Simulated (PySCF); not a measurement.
One of the candidates below gave these computed data.

All candidates are C2H12OSSi3.

| technique | computed result |
| --- | --- |
| Dipole | 3.10 D [PBE0/pcSseg-1] |
| NMR, other nuclei | isotropic shieldings of nuclei other than C and H, by class: 286 (1 O), 411 (1 Si), 462 (1 Si), 467 (1 Si), 645 (1 S) ppm [GIAO PBE0/pcSseg-1] |
| 1H NMR | chemical shifts (computed TMS as zero) by class: 4.61 (2 H), 4.42 (2 H), 3.51 (3 H), 3.47 (2 H), 3.45 (3 H) ppm [GIAO PBE0/pcSseg-1] |
| Rotational structure | rotational constants A, B, C: 1.282, 0.935, 0.780 GHz [GFN2-xTB] |
| 13C NMR | chemical shifts (computed TMS as zero) by class: 72.5 (1 C), 59.1 (1 C) ppm [GIAO PBE0/pcSseg-1] |

Gas-phase values; electronic properties from PySCF, density fitting. Levels stand in brackets. One conformer (not necessarily the lowest) at the GFN2-xTB geometry, without solvent, vibrations or thermal averaging. GFN2-xTB frequencies show an imaginary mode (46i cm⁻¹), so this geometry is no minimum at that level. NMR values are class means; diastereotopic atoms form classes of their own.

Question: Which candidate is it?
A. `CC[Si@](O)([SiH3])S[SiH3]`
B. `COCS[SiH2][SiH2][SiH3]`
C. `C[C@@H]([SiH3])S[SiH2]O[SiH3]`

Answer: B. It is `COCS[SiH2][SiH2][SiH3]`. Numbering: `[CH3:1][O:2][CH2:3][S:4][SiH2:5][SiH2:6][SiH3:7]`. Its formula, C2H12OSSi3, gives 0 degrees of unsaturation, so no ring and no π bond. 2 carbons fall into 2 classes; from least to most shielded: sp3 carbon bound to oxygen [C3] (72.5 ppm), methoxy carbon [C1] (59.1 ppm). Hydrogen classes from least to most shielded: 2 H on an SiH2 silicon, Si5 (4.61 ppm), 2 H on an sp3 carbon bound to oxygen, C3 (4.42 ppm), 3 H on an SiH3 silicon, Si7 (3.51 ppm), 2 H on an SiH2 silicon, Si6 (3.47 ppm), 3 H on a methoxy carbon, C1 (3.45 ppm, a mean of values up to 0.6 ppm apart in this geometry). The other shieldings belong to: 286 ppm, ether oxygen [O2]; 411 ppm, SiH2 silicon [Si5]; 462 ppm, SiH3 silicon [Si7]; 467 ppm, SiH2 silicon [Si6]; 645 ppm, sulfur bonded to C and Si [S4]. The optimised geometry has point group C1 and is an asymmetric top.

The others, at the same levels:
- `C[C@@H]([SiH3])S[SiH2]O[SiH3]` fails: its computed 13C shifts are 23.3 (1 C), 20.6 (1 C) ppm, 1H shifts are 5.57 (1 H), 5.36 (1 H), 5.19 (3 H), 4.00 (3 H), 2.21 (1 H), 1.63 (3 H) ppm and rotational constant A is 1.526 GHz (against 1.282 GHz).
- `CC[Si@](O)([SiH3])S[SiH3]` fails: its computed 13C shifts are 19.1 (1 C), 7.0 (1 C) ppm, 1H shifts are 4.48 (3 H), 3.48 (3 H), 1.99 (1 H), 1.17 (3 H), 0.98 (1 H), 0.45 (1 H) ppm and rotational constant A is 1.206 GHz (against 1.282 GHz).

Each candidate is one conformer, not necessarily the lowest. Dipoles, sizes and rotational constants follow the conformer. The torsions of the flexible species, by atom-mapped SMILES:
- `[CH3:1][O:2][CH2:3][S:4][SiH2:5][SiH2:6][SiH3:7]`: C1–O2–C3–S4 -178°, O2–C3–S4–Si5 22°, C3–S4–Si5–Si6 -68°, S4–Si5–Si6–Si7 -10°
- `[CH3:1][C@@H:2]([SiH3:3])[S:4][SiH2:5][O:6][SiH3:7]`: C1–C2–S4–Si5 144°, C2–S4–Si5–O6 -36°, S4–Si5–O6–Si7 -36°
- `[CH3:1][CH2:2][Si@:3]([OH:4])([SiH3:5])[S:6][SiH3:7]`: C1–C2–Si3–O4 -56°, C2–Si3–S6–Si7 58°, H–O4–Si3–C2 81°
